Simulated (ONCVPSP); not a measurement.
# Before and after: ONCV potential for ruthenium (Ru)

ruthenium (Ru), optimised norm-conserving Vanderbilt (ONCV), made with ONCVPSP 4.0.1 (PBE, scalar-relativistic). Core [Ar] 3d10, reference 4s2 4p6 4d5 (charge +3). Waves: 4s: rc 1.65 bohr, ncon 4, nbas 8, qcut 7.8 1/bohr, 2 projectors, debl 3.3 Ha; 4p: rc 1.20 bohr, ncon 4, nbas 7, qcut 6.2 1/bohr, 1 projector; 4d: rc 1.70 bohr, ncon 4, nbas 9, qcut 8.6 1/bohr, 2 projectors, debl 3.5 Ha. Local part: polynomial inside 1.05 bohr (lpopt 5, dvloc0 1 Ha). Core correction: Teter function, fcfact 3.5, rcfact 1.55.

In the s channel the program set the typed energies aside and used -4.082, 0.050 Ha.

Change: d: qcut 9.8.

Cutoffs: the cutoffs (Ha) at which the residual kinetic energy of the hardest occupied pseudo-wave falls to 1 and 0.1 mHa per electron; they do not see the model core or the augmentation charge, which bear on the density cutoff. Errors are all-electron minus pseudo energies relative to the spin-unpolarised reference configuration.

Q: How do hardness, ghosts and transferability respond?

A: The potential gets neither clearly harder nor softer (86 Ha and 105 Ha → 86 Ha and 105 Ha); of the 3 tests that both files solve, the error grows in 0 and shrinks in 1 by more than 15 % and 0.3 meV (median size 7.7 → 6.4 meV); neither file shows a bound ghost.

| quantity | base | changed |
| --- | --- | --- |
| cutoff, loose | 86 Ha | 86 Ha |
| cutoff, tight | 105 Ha | 105 Ha |
| loose cutoff by channel | s 21 Ha, p 86 Ha, d 25 Ha | s 21 Ha, p 86 Ha, d 27 Ha |
| bound ghosts | none | none |
| GHOST(+) flags under 300 eV | s at 148.2 eV | s at 148.2 eV |
| tests with a reliable result | 3 of 4 | 3 of 4 |
| error for 4s2 4p6 4d7 5s1, meV [ΔE -56.10 eV] | +9.6 | +8.8 |
| error for 4s2 4p6 4d7, meV [ΔE -48.81 eV] | +7.7 | +6.4 |
| error for 4s2 4p6 4d6, meV [ΔE -30.62 eV] | +4.6 | +4.0 |
| s: phases at 1.67 bohr within 0.05 rad from the reference energy up to (Ha; the scan ends near 5) | to the end of the scan | to the end of the scan |
| p: phases at 1.22 bohr within 0.05 rad from the reference energy up to (Ha; the scan ends near 5) | 1.4 | 1.4 |
| d: phases at 1.72 bohr within 0.05 rad from the reference energy up to (Ha; the scan ends near 5) | to the end of the scan | to the end of the scan |
| rms error of d²Exc/dni dnj with the model core, mHa | 2.95 | 2.94 |
